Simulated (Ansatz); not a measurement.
`B/C=C(\F)C=C` + H₂O → `B/C=C(/O)F` + `C=C`  (formal hydrolysis of a C–C bond)

Calculated with Ansatz (gas phase, PBE0-D4/def2-TZVP geometries, no zero-point term in ΔE). CCSD(T)/CBS adds triple-zeta CCSD(T) − MP2 to the extrapolated MP2 energy (def2 sets, frozen cores). This one scheme is used for every species. Double bonds are as drawn, so ΔE can hold a change between cis and trans. DFT in def2-TZVPP. B3LYP here is the variant with VWN-RPA as its local correlation; programs differ in this. Each species was taken in one conformer, which may not be the lowest.

Question: Is it downhill or uphill in electronic energy at CCSD(T)/CBS, and by how much? (Best estimate.)

Answer: Ansatz gave: Uphill: ΔE = +0.33 eV.

Question: What do these levels give: B3LYP-D4, ωB97M-V, PBE, HF/def2-TZVPP, CCSD/def2-TZVPP, CCSD(T)/def2-TZVPP? (An estimate is asked.)

Answer: The calculation gave: B3LYP-D4 0.25, ωB97M-V 0.17, PBE 0.18, HF/def2-TZVPP 0.12, CCSD/def2-TZVPP 0.26, CCSD(T)/def2-TZVPP 0.28 eV.

Largest T1 diagnostic among the species: 0.013.

The D4 term adds +0.06 eV with B3LYP and +0.04 eV with PBE0; it sums over pairs of atoms, weighted by their polarisabilities, and B3LYP, whose exchange is more repulsive, gets the larger term. In def2-TZVPP, CCSD(T) changes the Hartree–Fock value by +0.16 eV (the triples alone add +0.02 eV) and MP2 by +0.21 eV.
